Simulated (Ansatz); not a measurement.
Cost and result for the atomization energy of C3H10OSi, SMILES `COC[SiH2]C` (15 atoms, 14 bonds).

```xyz
15

C    -1.007   -0.908    1.668
O     0.034    0.024    1.583
C     1.029   -0.342    0.645
Si    0.523   -0.126   -1.176
C    -0.202    1.575   -1.440
H    -1.699   -0.554    2.432
H    -1.551   -1.013    0.719
H    -0.633   -1.901    1.957
H     1.383   -1.368    0.834
H     1.882    0.318    0.833
H     1.756   -0.323   -1.991
H    -0.457   -1.168   -1.597
H     0.531    2.349   -1.202
H    -0.523    1.715   -2.475
H    -1.067    1.722   -0.789
```

Charge 0, multiplicity 1. The structure was optimised at the PBE0-D4/def2-TZVP level. It is one conformer, not always the lowest. Program: Ansatz. All runs use 4 threads of an Intel Xeon on a shared host. Times are those of one run each, without the atoms' runs, and a repeat can differ threefold. Electronic energies, without spin–orbit coupling; frozen cores. CCSD(T)/CBS adds CCSD(T) − MP2 in def2-TZVPP to the MP2 limit, and its time is that of the two runs behind it. T1 = 0.011. B3LYP takes the VWN-RPA correlation (the form of Gaussian; ORCA's B3LYP/G). HSE06 is the plane-wave form, built on full-range PBE exchange.

CCSD(T)/CBS is a level of theory with its own doubt, some kJ/mol a heavy atom from the limit and from the frozen cores, so smaller differences don't rank the functionals.

```
                             level  functions  wall time
                BLYP-D4/def2-TZVPP        306      3.7 s
               HSE06-D4/def2-TZVPP        306      6.5 s
               BHLYP-D4/def2-TZVPP        306      6.5 s
           CAM-B3LYP-D4/def2-TZVPP        306      7.5 s
r2SCAN-D4/def2-TZVPP (with forces)        306        8 s
                  CCSD(T)/def2-SVP        124        9 s
 B3LYP-D4/def2-TZVPP (with forces)        306      9.5 s
                 B97M-V/def2-TZVPP        306       12 s
                ωB97X-V/def2-TZVPP        306       13 s
  ωB97M-V/def2-TZVPP (with forces)        306       18 s
                    MP2/def2-QZVPP        598       44 s
                CCSD(T)/def2-TZVPP        306    9.5 min
                 CCSD(T)/CBS(def2)          –     10 min
```

(1) What atomization energy does each give, and how far from CCSD(T)/CBS? (Best estimate.)

## Answers

(1) Ansatz gave: 
```csv
level,atomization (kJ/mol),difference from CCSD(T)/CBS,per bond
BLYP-D4/def2-TZVPP,5448.8,-25.9,-1.9
HSE06-D4/def2-TZVPP,5476.2,1.5,0.1
BHLYP-D4/def2-TZVPP,5351.8,-122.9,-8.8
CAM-B3LYP-D4/def2-TZVPP,5501.7,27.0,1.9
r2SCAN-D4/def2-TZVPP (with forces),5479.9,5.2,0.4
CCSD(T)/def2-SVP,5205.1,-269.6,-19.3
B3LYP-D4/def2-TZVPP (with forces),5477.0,2.3,0.2
B97M-V/def2-TZVPP,5479.8,5.1,0.4
ωB97X-V/def2-TZVPP,5489.4,14.7,1.0
ωB97M-V/def2-TZVPP (with forces),5487.3,12.6,0.9
MP2/def2-QZVPP,5459.4,-15.3,-1.1
CCSD(T)/def2-TZVPP,5349.1,-125.6,-9.0
CCSD(T)/CBS(def2),5474.7,0.0,0.0
```

The D4 term adds +45.1 kJ/mol with B3LYP and +24.1 kJ/mol with PBE0; it sums over pairs of atoms, weighted by their polarisabilities, and B3LYP, whose exchange is more repulsive, gets the larger term. In def2-TZVPP, CCSD(T) changes the Hartree–Fock value by +1276.5 kJ/mol (the triples alone add +63.4 kJ/mol) and MP2 by +1312.6 kJ/mol; breaking electron pairs costs correlation energy, which Hartree–Fock lacks. From BLYP to BHLYP (50 % exact exchange), in def2-TZVPP and without D4, the atomization energy moves by −67.8 kJ/mol: exact exchange takes away binding that semilocal exchange gives to molecules.
